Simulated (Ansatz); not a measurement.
Reaction (formal exchange of groups at a Te–C bond): `C[Te]CO` + GeH₄ → `C[Te][GeH3]` + CH₃OH

Gas-phase electronic energies from Ansatz, PBE0-D4/def2-TZVP geometries. CCSD(T)/CBS adds triple-zeta CCSD(T) − MP2 to the extrapolated MP2 energy (def2 sets, frozen cores). This one scheme is used for every species. Functionals use def2-TZVPP. def2 core potentials past Kr. For Ge, Te outer-core shells are correlated without core-valence functions, which leaves a few kJ/mol of doubt a bond. Scalar relativity is left out up to krypton. One conformer a species, not always the lowest.

```
             level  ΔE (kcal/mol)
RPA@PBE/def2-TZVPP          -19.2
    MP2/def2-TZVPP          -20.9
SCS-MP2/def2-QZVPP          -20.9
     MP2/CBS(def2)          -21.3
```

Task: What does CCSD(T)/CBS give? (An estimate is asked.)

Result: Computed: -20.5 kcal/mol. The listed levels differ from it by 1.3, -0.4, -0.4, -0.8 kcal/mol.

Largest T1 diagnostic among the species: 0.012.

From BLYP to BHLYP (50 % exact exchange), in def2-TZVPP and without D4, ΔE moves by −3.1 kcal/mol. In def2-TZVPP, CCSD(T) changes the Hartree–Fock value by +4.5 kcal/mol (the triples alone add +0.9 kcal/mol) and MP2 by +3.7 kcal/mol. Leaving LDA and LC-ωPBE aside and taking each functional with its dispersion term where it has one, the values, not all of them listed here, spread over 4.3 kcal/mol, from BHLYP-D4 to B97M-V. LDA lies +2.1 kcal/mol from PBE without D4.

CCSD(T)/CBS has its own doubt, a few kJ/mol and more with outer-core shells, so smaller differences from it don't rank the levels.
